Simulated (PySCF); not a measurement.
Species: C6H8N (doublet state).
Structure used (GFN2-xTB), in Å, numbered top down from 1:
```
atom  x, y, z in Å
C1     1.1325    2.3451   -0.9408
C2     0.7299    1.2392   -0.6656
C3     0.3192   -0.0587   -0.3612
C4    -1.0736   -0.4872   -0.7154
C5    -1.9842   -0.4555    0.5166
N6     1.1275   -0.9638    0.1654
C7     2.1762   -0.7824    0.8782
H8     1.4529    3.3165   -1.1746
H9    -1.4778    0.1718   -1.4860
H10   -1.0345   -1.5077   -1.1020
H11   -1.5975   -1.1189    1.2868
H12   -2.9885   -0.7768    0.2513
H13   -2.0385    0.5525    0.9222
H14    2.4391    0.1663    1.3421
H15    2.8129   -1.6325    1.0609
```

The hyperfine couplings belong to this conformer and change with its torsions.

As a line formula: `C#C[C](CC)N=C` [radical].

Computed with UKS B3LYP, pcH-1 on C H N, non-relativistic, mean-field spin-orbit, GIAO in PySCF 2.14.0. One conformer (not necessarily the lowest) at the GFN2-xTB geometry, without solvent, vibrations or thermal averaging. The geometry wasn't refined by DFT: couplings that depend on bond lengths, twists or pyramidal angles can differ widely from those at the functional's own minimum. The frame is twisted about the C3–N6 bond at this geometry (dihedral C2–C3–N6–C7 = 26°); couplings at other torsion angles weren't computed. No stability test was run, so a lower SCF solution isn't excluded. ⟨S²⟩ is 0.773 where a pure state has 0.75.

Largest spin populations (Mulliken): C3 (+0.52), C7 (+0.46), C1 (+0.34) and C2 (-0.17). Three atoms exceed +0.15. The angles at C3 add up to 359.9°, so it is planar.

(1) List the C–H protons on four-coordinate carbons next to a three-coordinate spin centre, with their couplings and θ (C–H bond against the normal to the plane of the centre's neighbours, projected along the bond that joins the two).

Results:

(1) 
```tsv
β H	on	centre	θ (°)	cos²θ	a (G)
H9	C4	C3	68	0.14	+4.86
H10	C4	C3	51	0.40	+9.36
```

Couplings in gauss use g_iso = 2.0023.

The run took 49 s (with the writing of density and orbital grids) on one thread, Arm Neoverse V2 (aarch64), shared host with 96 logical CPUs at a one-minute load of 34, and the process peaked at 1.0 GiB of memory.
